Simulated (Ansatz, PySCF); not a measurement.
HfOBr2, SMILES [Br][Hf](=[O])[Br], multiplicity 1. Atoms are numbered in the order given.

```xyz
4

Hf    -0.1866     0.5193     0.0000
O      0.7840     1.9808     0.0000
Br     0.1023    -0.7605    -2.1652
Br     0.1023    -0.7605     2.1652
```

The structure is a stationary point at B3LYP-D3(BJ)/def2-SVP. The spin state was assumed, not searched. The def2 effective core potentials stand for the cores of Hf; spin–orbit coupling is left out.

Vertical ionisation energy (IE) and electron affinity (EA) in eV. Rows of orbital energies are one-electron estimates. Where ΔSCF, EOM or ADC give a negative EA the extra electron is unbound and the value depends on the basis.

| level | IE | EA |
|---|---|---|
| −ε(HOMO), −ε(LUMO), HF/def2-TZVPD (PySCF) | 11.51 | 1.16 |
| −ε(HOMO), −ε(LUMO), PBE/def2-TZVPD (PySCF) | 7.19 | 4.32 |
| ΔSCF, ωB97X-V/def2-TZVPD (Ansatz), final states of multiplicity 2 and 2 | 10.80 | 2.08 |
| ΔSCF, PBE/def2-TZVPD (Ansatz), final states of multiplicity 2 and 2 | 9.88 | 2.05 |

Problem. What vertical singlet–triplet gap does ΔSCF give with ωB97X-V/def2-TZVPD (Ansatz, an electronic-structure program) and with PBE/def2-TZVPD (Ansatz)? (Estimate from the structure and the level; the computed values follow.)

Solution. 3.51 and 3.03 eV (triplet above singlet where positive).
